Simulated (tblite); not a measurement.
A geometry optimisation, step by step.

Compound: C2H7B2FS2.
Atom-mapped SMILES: `[CH3:1][S:2][BH:3][B:4]([F:5])[S:6][CH3:7]` (hydrogens: H8, H9, H10 on C1; H11 on B3; H12, H13, H14 on C7)

Computed with GFN2-xTB (tblite), gas phase: L-BFGS steps from a force-field or distance-geometry start until the largest atomic force falls under 0.01 eV/Å. 6 of its 137 geometries are shown.

Step 0: E = -585.5682 eV, largest atomic force 2.860 eV/Å
```
atom  x, y, z in Å  |  force x, y, z in eV/Å
C1      3.497   -0.332    0.365    1.070  -0.054  -1.081
S2      2.248    0.572    1.306   -0.603  -0.256   1.058
B3      0.508   -0.084    1.040   -0.241   0.013  -0.120
B4     -0.597    0.816    0.138    1.218   1.493  -0.779
F5     -0.050    2.020   -0.434   -1.516  -2.152   1.119
S6     -2.400    0.855    0.738    0.850   1.187   0.014
C7     -3.470   -0.228   -0.204   -0.485  -1.779  -0.333
H8      3.058   -1.119   -0.257    0.053   0.394   0.067
H9      4.034    0.430   -0.249   -0.438  -0.702   0.211
H10     4.268   -0.805    1.012   -0.804   0.434  -0.034
H11     0.043   -0.693    1.955    0.362   0.299  -0.211
H12    -3.860    0.276   -1.094    0.102   0.035   0.335
H13    -2.980   -1.173   -0.530   -0.051   0.655   0.232
H14    -4.299   -0.535    0.471    0.483   0.433  -0.476
```

Step 27: E = -587.6520 eV, largest atomic force 0.438 eV/Å
```
atom  x, y, z in Å  |  force x, y, z in eV/Å
C1      2.916   -0.277    0.203   -0.198   0.194   0.086
S2      1.783   -0.913    1.521    0.221   0.125  -0.357
B3      0.238   -0.087    1.356    0.067  -0.330   0.084
B4     -0.294    0.963    0.177    0.383   0.105  -0.013
F5      0.557    1.838   -0.384    0.029   0.098   0.138
S6     -1.959    1.264   -0.407   -0.300  -0.008  -0.185
C7     -2.922   -0.265   -0.130   -0.007  -0.161   0.034
H8      2.715   -0.720   -0.777   -0.096   0.103   0.383
H9      2.765    0.805    0.192    0.177  -0.282  -0.214
H10     3.933   -0.517    0.514   -0.202   0.025  -0.026
H11    -0.407   -0.378    2.292   -0.263  -0.002  -0.028
H12    -3.571   -0.370   -0.998    0.009   0.048   0.155
H13    -2.243   -1.103   -0.085    0.138  -0.168   0.000
H14    -3.511   -0.242    0.784    0.042   0.252  -0.056
```

Step 54: E = -587.8413 eV, largest atomic force 0.038 eV/Å
```
atom  x, y, z in Å  |  force x, y, z in eV/Å
C1      2.774   -0.252    0.186    0.021   0.023  -0.022
S2      1.684   -0.952    1.479   -0.012   0.018   0.009
B3      0.147   -0.119    1.341   -0.005  -0.008  -0.002
B4     -0.229    1.038    0.200   -0.010   0.006   0.000
F5      0.594    2.051   -0.100    0.003   0.003   0.003
S6     -1.739    1.069   -0.780    0.016   0.006   0.006
C7     -2.747   -0.297   -0.102    0.009  -0.012  -0.016
H8      2.530   -0.706   -0.769    0.002  -0.009  -0.003
H9      2.653    0.823    0.136   -0.014  -0.006   0.012
H10     3.794   -0.498    0.463   -0.010  -0.025  -0.011
H11    -0.614   -0.505    2.149   -0.012   0.019   0.018
H12    -3.530   -0.497   -0.827    0.003   0.011   0.011
H13    -2.136   -1.179    0.044    0.012  -0.014  -0.014
H14    -3.183    0.023    0.838   -0.002  -0.011   0.010
```

Step 82: E = -587.8717 eV, largest atomic force 0.059 eV/Å
```
atom  x, y, z in Å  |  force x, y, z in eV/Å
C1      2.517   -0.367    0.135   -0.008  -0.011  -0.005
S2      1.528   -0.839    1.603   -0.012   0.007   0.015
B3      0.095    0.173    1.552    0.035  -0.009  -0.024
B4     -0.240    1.243    0.320   -0.047   0.020   0.029
F5      0.497    2.332    0.076    0.031  -0.017   0.011
S6     -1.620    1.057   -0.822    0.003   0.003   0.019
C7     -2.450   -0.463   -0.239    0.007  -0.027   0.001
H8      2.006   -0.691   -0.767   -0.006   0.012   0.013
H9      2.663    0.708    0.125   -0.014  -0.005  -0.006
H10     3.472   -0.874    0.221   -0.003   0.004  -0.004
H11    -0.615   -0.027    2.467    0.014   0.019  -0.025
H12    -3.436   -0.472   -0.690    0.003  -0.009  -0.009
H13    -1.885   -1.329   -0.569   -0.014   0.004   0.017
H14    -2.531   -0.453    0.843    0.010   0.011  -0.034
```

Step 109: E = -587.8747 eV, largest atomic force 0.031 eV/Å
```
atom  x, y, z in Å  |  force x, y, z in eV/Å
C1      2.384   -0.408    0.109    0.004  -0.002   0.005
S2      1.476   -0.801    1.651    0.010  -0.006  -0.004
B3      0.083    0.264    1.632    0.025   0.013  -0.012
B4     -0.246    1.311    0.379    0.007   0.007  -0.004
F5      0.478    2.412    0.155   -0.003   0.009   0.014
S6     -1.562    1.064   -0.824    0.008   0.004   0.002
C7     -2.315   -0.513   -0.290   -0.005   0.002   0.008
H8      1.781   -0.691   -0.748    0.000  -0.001  -0.010
H9      2.608    0.652    0.082   -0.011   0.006  -0.003
H10     3.305   -0.983    0.121   -0.004  -0.013   0.006
H11    -0.592    0.132    2.584   -0.015   0.003   0.003
H12    -3.332   -0.522   -0.666   -0.011  -0.011  -0.016
H13    -1.757   -1.340   -0.719    0.004  -0.007   0.000
H14    -2.312   -0.577    0.792   -0.009  -0.005   0.010
```

Step 136: E = -587.8822 eV, largest atomic force 0.007 eV/Å
```
atom  x, y, z in Å  |  force x, y, z in eV/Å
C1      2.251   -0.479    0.017   -0.002  -0.003   0.003
S2      1.416   -0.838    1.610    0.000   0.001  -0.001
B3      0.097    0.314    1.697    0.000   0.003  -0.006
B4     -0.247    1.402    0.485    0.003  -0.002  -0.002
F5      0.404    2.558    0.338   -0.003  -0.001  -0.001
S6     -1.499    1.109   -0.777    0.001   0.002   0.004
C7     -2.179   -0.519   -0.296   -0.001  -0.001   0.000
H8      1.629   -0.828   -0.801    0.001   0.004   0.001
H9      2.428    0.588   -0.070    0.002   0.000   0.003
H10     3.193   -1.016    0.020   -0.004  -0.002  -0.003
H11    -0.537    0.197    2.678   -0.001  -0.003  -0.002
H12    -3.014   -0.717   -0.960    0.004  -0.003   0.003
H13    -1.421   -1.287   -0.416    0.001   0.003   0.001
H14    -2.520   -0.484    0.733   -0.001   0.001   0.001
```

**Question.** Summarise the path.

**Answer.** The energy falls by 223.27 kJ/mol from step 0 to step 136; nine tenths of that is first reached at step 27. It rises by more than 0.2 meV at step 130. The largest force goes from 2.860 to 0.007 eV/Å. Among the bonds S2–B3 changes most, from 1.879 to 1.754 Å; the atoms move by 1.418 Å rms after alignment.

**Question.** Follow the three bonds and two angles with the largest change from start to end.

**Answer.** 
| step | E above end (kJ/mol) | largest force (eV/Å) | S2–B3 (Å) | B4–F5 (Å) | B4–S6 (Å) | B4–S6–C7 (°) | B3–B4–F5 (°) |
| --- | --- | --- | --- | --- | --- | --- | --- |
| 0 | 223.27 | 2.860 | 1.879 | 1.441 | 1.901 | 112.8 | 114.2 |
| 6 | 168.21 | 0.711 | 1.838 | 1.340 | 1.880 | 111.9 | 120.1 |
| 12 | 134.45 | 1.344 | 1.803 | 1.335 | 1.867 | 110.8 | 115.6 |
| 18 | 67.30 | 0.605 | 1.768 | 1.333 | 1.838 | 109.2 | 121.6 |
| 24 | 34.89 | 0.684 | 1.756 | 1.333 | 1.851 | 106.8 | 120.4 |
| 30 | 15.60 | 0.322 | 1.760 | 1.340 | 1.811 | 105.4 | 121.4 |
| 35 | 10.35 | 0.225 | 1.758 | 1.345 | 1.795 | 106.1 | 122.6 |
| 41 | 5.08 | 0.129 | 1.752 | 1.337 | 1.798 | 104.8 | 123.1 |
| 47 | 4.18 | 0.069 | 1.753 | 1.339 | 1.798 | 104.7 | 123.0 |
| 53 | 3.97 | 0.027 | 1.754 | 1.340 | 1.800 | 104.5 | 122.8 |
| 59 | 3.84 | 0.052 | 1.754 | 1.340 | 1.799 | 103.8 | 122.2 |
| 65 | 3.41 | 0.104 | 1.751 | 1.336 | 1.800 | 103.0 | 122.1 |
| 71 | 2.11 | 0.109 | 1.756 | 1.340 | 1.800 | 102.9 | 121.7 |
| 77 | 1.36 | 0.129 | 1.754 | 1.338 | 1.801 | 103.7 | 122.8 |
| 83 | 0.97 | 0.050 | 1.755 | 1.336 | 1.801 | 103.5 | 123.1 |
| 89 | 0.90 | 0.018 | 1.753 | 1.337 | 1.800 | 103.4 | 122.9 |
| 95 | 0.83 | 0.033 | 1.753 | 1.337 | 1.802 | 103.6 | 122.6 |
| 101 | 0.79 | 0.018 | 1.753 | 1.337 | 1.801 | 103.4 | 122.3 |
| 106 | 0.75 | 0.032 | 1.753 | 1.336 | 1.800 | 103.1 | 122.4 |
| 112 | 0.69 | 0.037 | 1.754 | 1.336 | 1.800 | 103.0 | 122.7 |
| 118 | 0.46 | 0.069 | 1.753 | 1.336 | 1.801 | 102.7 | 122.6 |
| 124 | 0.29 | 0.040 | 1.753 | 1.337 | 1.802 | 102.7 | 122.9 |
| 130 | 0.11 | 0.119 | 1.754 | 1.335 | 1.802 | 102.7 | 123.4 |
| 136 | 0.00 | 0.007 | 1.754 | 1.335 | 1.802 | 102.6 | 123.1 |

The cost below is that of the whole relaxation. The run took 1.4 s on Arm Neoverse N1, one thread (shared host).
